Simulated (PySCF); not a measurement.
Two-component Hartree-Fock for C(3+) (carbon, charge +3)

Start: [He] 2s1; 2s1/2 filled at m_j = +1/2. Calculated with PySCF 2.14 in an uncontracted even-tempered set (18 s from 0.21 bohr⁻², ratio 2.4; 10 p from 0.27 bohr⁻², ratio 2.4; 5 d from 0.83 bohr⁻², ratio 2.6; 5 f from 1.2 bohr⁻², ratio 2.6): generalised Hartree-Fock with the X2C-1e Hamiltonian and a Gaussian nucleus; one run each with spin-orbit coupling (SO) switched off, then screened by Boettger's factors.

```csv
spinor shell,electrons,"ε, spin-free (eV)","ε, screened SO (eV)",weight of nominal j (screened SO),"rms radius, screened SO (bohr)"
1s1/2,2,-366.94,-366.94,1.000,0.310
2s1/2,1,-64.388,-64.388,1.000,1.38
```

| quantity | spin-free | screened SO |
| --- | --- | --- |
| E (hartree) | -34.74074 | -34.74074 |
| M_J | 1/2 | 1/2 |
| ⟨J²⟩ | 0.750 | 0.750 |
| ⟨L²⟩ | 0.000 | 0.000 |
| ⟨S²⟩ | 0.750 | 0.750 |

Each row is a mean over spinors that exchange with the open shell spreads, by up to 2.369 eV (1s1/2).

Without spin-orbit coupling the j labels of p, d and f shells carry no meaning; the spin-free column gives the mean over the occupied spinors of each nl shell.
